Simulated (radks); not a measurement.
The numbers below are computed, except where a source is named.
Te XLV, configuration [He] 2s2 2p4.

Code: a radial shooting solver on a logarithmic mesh with Libxc functionals. Model: scalar-relativistic Kohn-Sham, PBEsol, spin-polarised, spherical densities, finite nucleus; open shells are filled with parallel spins first (spin-orbit coupling, left out, can overturn this in heavy ions); Fermi nuclear charge, rms radius 4.7423 fm.

Energy parts (eV):
part                       energy
total                 -125070.504
kinetic                132959.158
electron-nucleus      -265989.208
Hartree                  9905.122
exchange-correlation    -1945.576

Orbitals (lengths in bohr, moments of r in powers of bohr; r(max) is where P^2 peaks; r(90%) holds 90 % of the orbital's charge):
orbital  occ.  eigenvalue (eV)     <r^2>      <r^4>  r(90%)   r(max)
1s up       1        -35045.80  0.001045  2.845e-06  0.0499  0.01793
1s down     1        -35023.39  0.001043  2.838e-06  0.0499  0.01793
2s up       1        -7909.634   0.01577  0.0004174   0.178  0.09944
2s down     1        -7874.837   0.01583  0.0004209   0.178  0.09956
2p up       3        -7485.845   0.01223  0.0002876   0.162  0.07915
2p down     1        -7443.616   0.01230  0.0002910   0.163  0.07930
3s up       0        -3307.997   0.08482    0.01042   0.395   0.2612
3s down     0        -3298.840   0.08517    0.01050   0.396   0.2617
3p up       0        -3178.175   0.07910   0.009388   0.386   0.2489
3p down     0        -3167.624   0.07952   0.009489   0.388   0.2496

The highest occupied level is 2p down at -7443.6 eV. The spin density at the nucleus is -34.1 e/bohr^3 (1s -105.4, 2s 71.4). The electron density at the nucleus is 2.312e+05 e/bohr^3 (large components only). Summed over all electrons, <r^2> = 0.08270 bohr^2, which gives a Langevin (diamagnetic) susceptibility term of -0.0655 x 10^-6 cm^3/mol.
